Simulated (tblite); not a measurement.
C₈H₁₀NP.
Z-matrix (Å and degrees, GFN2-xTB geometry), rows numbered from 1:
```
C 
C   1  1.5002
C   2  1.3863  1  120.09
P   3  1.7284  2  125.06  1   179.96
C   4  1.7519  3   99.22  2    -0.34
C   5  1.4753  4  119.27  3   179.77
C   6  1.5066  5  119.66  4    35.41
C   7  1.4889  6   60.39  5  -109.03
C   5  1.3872  4  121.42  3    -0.38
N   9  1.3178  5  128.20  4     0.82
H   1  1.0899  2  109.54  3   -88.56
H   1  1.0864  2  109.46  3   153.05
H   1  1.0872  2  111.24  3    31.32
H   3  1.0835  2  118.45  1    -0.40
H   6  1.0844  5  113.87  4  -179.34
H   7  1.0793  6  118.28  8  -108.99
H   7  1.0813  6  116.92  8   108.44
H   8  1.0814  6  117.03  7  -108.46
H   8  1.0795  6  118.19  7   108.93
H   9  1.0873  5  118.22  4  -179.43
```

Calculated harmonic vibrations of the isolated species, GFN2-xTB (tblite), most abundant isotopes, no scaling. Against measured fundamentals such values can be off by several per cent, at times by over 20. One conformer, not necessarily the lowest.

Harmonic wavenumbers (cm⁻¹): 32.9, 47.3, 92.8, 159.3, 195.6, 244.8, 302.7, 333.6, 365.1, 464.7, 484.4, 492.4, 637.3, 656.3, 732.4, 798.7, 799.9, 863.5, 874.0, 883.6, 949.0, 957.8, 984.0, 1017.8, 1025.8, 1029.4, 1067.1, 1067.3, 1091.9, 1151.3, 1172.2, 1199.2, 1240.9, 1278.9, 1296.1, 1368.3, 1381.1, 1391.1, 1424.0, 1450.6, 1469.3, 1473.5, 1479.9, 1540.0, 2990.8, 3003.2, 3030.2, 3031.1, 3038.0, 3055.3, 3063.7, 3066.8, 3088.2, 3102.4.

A = 3135, B = 723.7, C = 618.6 MHz; mass 151.055 u (most abundant isotopes); point group C1, symmetry number 1.

**Question.** Zero-point energy?

**Answer.** Half the sum of the wavenumbers: 34719 cm⁻¹ = 99.27 kcal/mol.

**Question.** What is S at 298.15 K and 1 bar for an ideal gas of classical rigid rotors and harmonic oscillators?

**Answer.** Translation 40.97, rotation 29.82, vibration 29.61: S = 100.4 cal/(mol K).

**Question.** And Cp and H(298.15 K) − H(0)?

**Answer.** Cp = 38.84 cal/(mol K), of which vibrations give 30.89 (their classical limit is 54 R = 107.3); H(298.15 K) − H(0) = 6.87 kcal/mol without the zero-point energy, 4.50 from vibrations.

**Question.** How do the functions run with temperature in this model?

**Answer.** 
| T (K) | S (cal/(mol K)) | Cp (cal/(mol K)) | H − H(0) (kcal/mol) | G − H(0) (kcal/mol) | ln q(vib) |
| --- | --- | --- | --- | --- | --- |
| 150 | 80.0 | 22.9 | 2.35 | -9.66 | 3.52 |
| 250 | 94.1 | 33.3 | 5.14 | -18.38 | 6.07 |
| 400 | 113.4 | 50.3 | 11.42 | -33.95 | 9.92 |
| 600 | 137.4 | 67.8 | 23.35 | -59.08 | 15.13 |
| 900 | 168.2 | 83.8 | 46.31 | -105.07 | 22.70 |

q(vib) and H(0) count from the zero-point level.

**Question.** Blend soft modes into free rotors: weight 1/[1 + (100 cm⁻¹/ν̃)⁴] for the oscillator and the rest for a rotor with moment μB/(μ + B), μ = h/(8π²ν), B = 10⁻⁴⁴ kg m². What vibrational entropy results?

**Answer.** 26.29 cal/(mol K) in place of 29.61, which changes −T·S at 298.15 K by +0.99 kcal/mol.

**Question.** What must be added to the electronic energy to get the Gibbs energy at 298.15 K and 1 bar?

**Answer.** ZPE + [H(298.15 K) − H(0)] − T·S = 99.27 + 6.87 − 29.93 = 76.21 kcal/mol.

Hindered rotation and anharmonicity are outside this model. Other conformers, if any are populated, would add a mixing term that is left out. The structure is chiral; the term R ln 2 for an equal mix with its mirror image is left out.

Hardware: Arm Neoverse V1, one thread, shared host. This covers the Hessian and the dipole derivatives.
